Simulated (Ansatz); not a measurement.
Cost and result for the atomization energy of CH7BClNSi (`C[SiH2]B(N)Cl`) (12 atoms, 11 bonds).

Z-matrix (Å, degrees):
```
C
Si 1 1.876
H 1 1.092 2 110.0
H 1 1.092 2 110.9 3 119.4
H 1 1.092 2 111.2 3 -120.1
B 2 2.019 1 111.6 3 -56.8
H 2 1.496 1 110.1 3 -179.0
H 2 1.492 1 109.6 3 63.8
Cl 6 1.782 2 118.5 1 49.1
N 6 1.385 2 123.9 1 -130.9
H 10 1.006 6 122.2 2 0.4
H 10 1.008 6 123.2 2 -179.3
```

The species carries charge 0 and has multiplicity 1. All single points use the PBE0-D4/def2-TZVP geometry. It is one conformer, not always the lowest. Program: Ansatz. All runs use 4 threads of an Intel Xeon on a shared host. Times are those of one run each, without the atoms' runs, and a repeat can differ threefold. Electronic energies, without spin–orbit coupling; frozen cores. CCSD(T)/CBS adds CCSD(T) − MP2 in def2-TZVPP to the MP2 limit, and its time is that of the two runs behind it. T1 = 0.012. B3LYP takes the VWN-RPA correlation (the form of Gaussian; ORCA's B3LYP/G). HSE06 is the plane-wave form, built on full-range PBE exchange.

CCSD(T)/CBS is a level of theory with its own doubt, some kJ/mol a heavy atom from the limit and from the frozen cores, so smaller differences don't rank the functionals.

| level | functions | wall time | atomization (kcal/mol) | difference from CCSD(T)/CBS | per bond |
| --- | --- | --- | --- | --- | --- |
| PBE0-D4/def2-TZVPP | 275 | 2.8 s | 1030.8 | 5.1 | 0.5 |
| BHLYP-D4/def2-TZVPP | 275 | 2.9 s | 1008.2 | -17.5 | -1.6 |
| HSE06-D4/def2-TZVPP | 275 | 3.4 s | 1031.4 | 5.7 | 0.5 |
| r2SCAN-D4/def2-TZVPP (with forces) | 275 | 4.1 s | 1031.2 | 5.5 | 0.5 |
| CCSD(T)/def2-SVP | 113 | 4.1 s | 970.2 | -55.5 | -5.0 |
| B3LYP-D4/def2-TZVPP (with forces) | 275 | 4.4 s | 1030.0 | 4.3 | 0.4 |
| PBE-QIDH/def2-TZVPP | 275 | 4.9 s | 1022.6 | -3.1 | -0.3 |
| B97M-V/def2-TZVPP | 275 | 6.5 s | 1034.1 | 8.4 | 0.8 |
| ωB97X-V/def2-TZVPP | 275 | 7 s | 1032.9 | 7.2 | 0.7 |
| ωB97M-V/def2-TZVPP (with forces) | 275 | 10 s | 1033.0 | 7.3 | 0.7 |
| MP2/def2-QZVPP | 521 | 21 s | 1026.2 | 0.5 | 0.0 |
| CCSD(T)/def2-TZVPP | 275 | 100 s | 999.6 | -26.1 | -2.4 |
| CCSD(T)/CBS(def2) | – | 2.1 min | 1025.7 | 0.0 | 0.0 |

In def2-TZVPP, CCSD(T) changes the Hartree–Fock value by +231.2 kcal/mol (the triples alone add +13.3 kcal/mol) and MP2 by +242.4 kcal/mol; breaking electron pairs costs correlation energy, which Hartree–Fock lacks. From BLYP to BHLYP (50 % exact exchange), in def2-TZVPP and without D4, the atomization energy moves by −10.7 kcal/mol: exact exchange takes away binding that semilocal exchange gives to molecules. At CCSD(T), def2-SVP lies −55.4 kcal/mol from the extrapolated value and def2-TZVPP −26.1 kcal/mol: correlation converges slowly with the basis, and small sets miss more of it in the bonded molecule than in its fragments.
